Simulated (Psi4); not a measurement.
Relaxed torsion scan: SMILES CCC[SiH2]F (C₃H₉FSi). Scanned: dihedral C1–C2–C3–Si4; all other coordinates were relaxed at GFN2-xTB. Points at φ and −φ are mirror images. Heavy atoms are numbered in the order of the SMILES CCC[SiH2]F, hydrogens after them in the order of the atoms that carry them; the mirror image has the same energies with the sign of each dihedral reversed.

Levels: PBE0-D3(BJ)/def2-TZVP // GFN2-xTB (Psi4); PBE-D3(BJ)/def2-TZVP // GFN2-xTB (Psi4).

Energies relative to the lowest point of each profile, in eV:

| φ / ° | PBE0-D3(BJ)/def2-TZVP |
|---|---|
| -140 | 0.077 |
| -120 | 0.108 |
| -60 | 0.027 |
| -40 | 0.062 |
| -20 | 0.134 |
| 40 | 0.062 |
| 60 | 0.027 |
| 80 | 0.042 |
| 100 | 0.082 |
| 140 | 0.077 |
| 160 | 0.024 |
| 180 | 0.000 |

**Question.** Estimate the PBE-D3(BJ)/def2-TZVP values at these points.

**Answer.** -140: 0.073; -120: 0.103; -60: 0.028; -40: 0.062; -20: 0.132; 40: 0.062; 60: 0.028; 80: 0.042; 100: 0.079; 140: 0.073; 160: 0.022; 180: 0.000 (eV).
